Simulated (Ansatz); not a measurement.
Born–Oppenheimer molecular dynamics of CH$_{10}$O$_{2}$Si$_{3}$ (16 atoms, charge 0, multiplicity 1). It starts from a relaxed structure.

Level of theory: RKS PBE-D4/STO-3G (Ansatz).

```json
{
  "ensemble": "NVT, Nosé–Hoover chain",
  "time step": "0.5 fs",
  "steps asked": "132",
  "set temperature": "300 K",
  "thermostat": "time constant 300 fs, chain length 1",
  "seed": "694603"
}
```

First frame:

```xyz
16
Properties=species:S:1:pos:R:3
Si 0.058 -0.102 0.015
O 0.150 -0.188 1.766
C -1.191 -0.283 2.352
H -1.782 -1.167 1.993
H -1.067 -0.394 3.454
H -1.827 0.626 2.185
Si 2.224 -0.032 -0.643
H 2.892 -1.288 -0.336
H 2.311 0.171 -2.082
H 2.957 1.042 0.010
O -0.631 1.422 -0.468
H -1.643 1.295 -0.294
Si -1.148 -1.863 -0.818
H -0.986 -3.069 -0.017
H -2.574 -1.567 -0.879
H -0.717 -2.179 -2.173
```

Q: How far do the bonds stretch over the last three quarters of this one trajectory? (Pairs bonded in most of those frames.)

A: 
```json
{"bond": "Si1–O2", "mean (Å)": "1.757", "spread (Å)": "0.023", "shortest": "1.73", "longest": "1.79"}
{"bond": "Si1–Si7", "mean (Å)": "2.278", "spread (Å)": "0.039", "shortest": "2.20", "longest": "2.33"}
{"bond": "Si1–O11", "mean (Å)": "1.748", "spread (Å)": "0.017", "shortest": "1.71", "longest": "1.77"}
{"bond": "Si1–Si13", "mean (Å)": "2.289", "spread (Å)": "0.043", "shortest": "2.24", "longest": "2.36"}
{"bond": "O2–C3", "mean (Å)": "1.471", "spread (Å)": "0.019", "shortest": "1.43", "longest": "1.50"}
{"bond": "C3–H4", "mean (Å)": "1.123", "spread (Å)": "0.030", "shortest": "1.07", "longest": "1.17"}
{"bond": "C3–H5", "mean (Å)": "1.115", "spread (Å)": "0.021", "shortest": "1.08", "longest": "1.15"}
{"bond": "C3–H6", "mean (Å)": "1.120", "spread (Å)": "0.012", "shortest": "1.10", "longest": "1.14"}
{"bond": "Si7–H8", "mean (Å)": "1.456", "spread (Å)": "0.013", "shortest": "1.43", "longest": "1.48"}
{"bond": "Si7–H9", "mean (Å)": "1.458", "spread (Å)": "0.040", "shortest": "1.40", "longest": "1.52"}
{"bond": "Si7–H10", "mean (Å)": "1.458", "spread (Å)": "0.041", "shortest": "1.40", "longest": "1.52"}
{"bond": "O11–H12", "mean (Å)": "1.038", "spread (Å)": "0.016", "shortest": "1.01", "longest": "1.06"}
{"bond": "Si13–H14", "mean (Å)": "1.457", "spread (Å)": "0.007", "shortest": "1.45", "longest": "1.47"}
{"bond": "Si13–H15", "mean (Å)": "1.458", "spread (Å)": "0.012", "shortest": "1.44", "longest": "1.48"}
{"bond": "Si13–H16", "mean (Å)": "1.457", "spread (Å)": "0.008", "shortest": "1.45", "longest": "1.47"}
```

Mean temperature of the second half: 150 K. The conserved energy stayed within 0.17 meV per atom of its start (net change 0.12 meV per atom), so the integration is sound. The mean temperature of the second half is 50 % below the set value. A run of 0.066 ps of so small a system gives no equilibrium averages. Limits of this set-up: minimal basis.

Time of the run: 8.8 min on 1 thread of Arm Neoverse V2 (shared host), peak memory 0.082 GiB.
